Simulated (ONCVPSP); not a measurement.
Varying the ONCV potential for O

Base potential:

O (Z = 8), optimised norm-conserving Vanderbilt (ONCV), made with ONCVPSP 4.0.1 (PBE, non-relativistic). Core [He], reference 2s2 2p4. Waves: 2s: rc 0.70 bohr, ncon 4, nbas 7, qcut 9.3 1/bohr, 2 projectors, debl 3.9 Ha; 2p: rc 2.15 bohr, ncon 4, nbas 7, qcut 5.4 1/bohr, 2 projectors, debl 0.7 Ha. Local part: polynomial inside 0.70 bohr (lpopt 5, dvloc0 0 Ha). Core correction: Teter function fitted to the true core (icmod 2), fcfact 0.15.

Cutoffs, loose and tight: the cutoffs (Ha) at which the residual kinetic energy of the hardest occupied pseudo-wave falls to 1 and 0.1 mHa per electron. They do not see the model core or the augmentation charge, which bear on the density cutoff. Test errors are all-electron minus pseudo excitation energies from the reference, over the configurations 2s2 2p3; 2s2 2p2; 2s2 2p1; 2s1 2p4. A dash means not determined; rows that change the core or the reference have their own tests. The largest error is taken over the tests solved by every variant that gives reliable tests at all: 2s1 2p4; 2s2 2p2; 2s2 2p3.

A true bound ghost makes a file unfit for plane-wave use even where its test errors are small: the radial tests pick states by their node count and pass the ghost by.

```csv
change,outcome,"cutoff, loose","cutoff, tight",bound ghosts,GHOST(+) flags above zero,largest test error (meV)
base,generated,41 Ha,80 Ha,none,none,+1352
s: qcut 6.2; p: qcut 3.6,generated,159 Ha,222 Ha,none,s,+2278
s: qcut 6.9; p: qcut 4,generated,96 Ha,209 Ha,none,s,+2027
s: qcut 10.4; p: qcut 6,generated,42 Ha,54 Ha,none,none,+1170
s: qcut 11.2; p: qcut 6.5,generated,43 Ha,55 Ha,none,none,+1048
s: qcut 12.4; p: qcut 7.2,generated,43 Ha,55 Ha,none,none,+909
s: qcut 13.6; p: qcut 7.9,generated,42 Ha,72 Ha,s,none,+773
```

Question: What comes out with this change to the base: s: qcut 8.3; p: qcut 4.8?

Answer: outcome: generated; cutoff, loose: 44 Ha; cutoff, tight: 151 Ha; bound ghosts: none; GHOST(+) flags above zero: none; largest test error (meV): +1597.
